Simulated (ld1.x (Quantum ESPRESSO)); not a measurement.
**Before and after: TM potential for Tc (Z = 43)**

ld1.x (Quantum ESPRESSO) 7.5 input, shortened:

```
&input
   title='Tc', zed=43., rel=1, dft='BLYP', iswitch=3,
   config='[Kr] 4d5 5s1.75 5p0.25'
 /
 &inputp
   pseudotype=2, tm=.true., lloc=0,
   nlcc=.false.
 /
3
4P  2  1   6.00   0.00  1.10  1.10  0.0
4D  3  2   5.00   0.00  2.05  2.05  0.0
4S  1  0   2.00   0.00  1.15  1.15  0.0
 &test
   configts(1)='4s2 4p6 4d5 5s1.75 5p0.25'
 /
```

Occupied shells without a wave of their own: 5p, 5s. They enter only through the test configuration that unscreens the potential.

Change: wave 4d (bound): rc 2.05 bohr becomes 4d (bound): rc 1.90 bohr.

Cutoffs: the cutoffs (Ry, on a coarse ladder) from which the occupation-weighted sum of valence levels, in a spherical-Bessel basis at the reference potential, stays within 10 and 1 mRy of its value at 400 Ry; they do not see the model core or the augmentation charge, which bear on the density cutoff. Errors are all-electron minus pseudo energies relative to the spin-unpolarised reference configuration.

Predict the effect on cutoff, ghosts and configuration errors.

The potential gets neither clearly harder nor softer (120 Ry and 200 Ry → 120 Ry and 200 Ry); the errors of the 7 common tests hardly move; neither file shows a bound ghost.

| quantity | base | changed |
| --- | --- | --- |
| cutoff, loose | 120 Ry | 120 Ry |
| cutoff, tight | 200 Ry | 200 Ry |
| bound ghosts | none | none |
| largest miss of a reference level, eV | 0.10 | 0.10 |
| error for 4s2 4p6 4d5 5s2 5p0, meV [ΔE -0.91 eV] | +17 | +17 |
| error for 4s2 4p6 4d5 5s1 5p0, meV [ΔE 7.21 eV] | -107 | -107 |
| error for 4s2 4p6 4d5 5s0 5p0, meV [ΔE 22.18 eV] | -294 | -295 |
| error for 4s2 4p6 4d5 5s0 5p1, meV [ΔE 11.80 eV] | -184 | -185 |
| error for 4s2 4p6 4d3 5s0 5p0, meV [ΔE 92.71 eV] | -543 | -547 |
| error for 4s2 4p6 4d5 5s1 5p1, meV [ΔE 2.84 eV] | -52 | -52 |
| error for 4s2 4p6 4d6 5s0 5p0, meV [ΔE 5.41 eV] | -180 | -182 |

Base: The 5p, 5s levels have no wave, so the channel is fitted at the deeper level alone: the likely source of the large errors. Changed file: The 5p, 5s levels have no wave, so the channel is fitted at the deeper level alone: the likely source of the large errors.
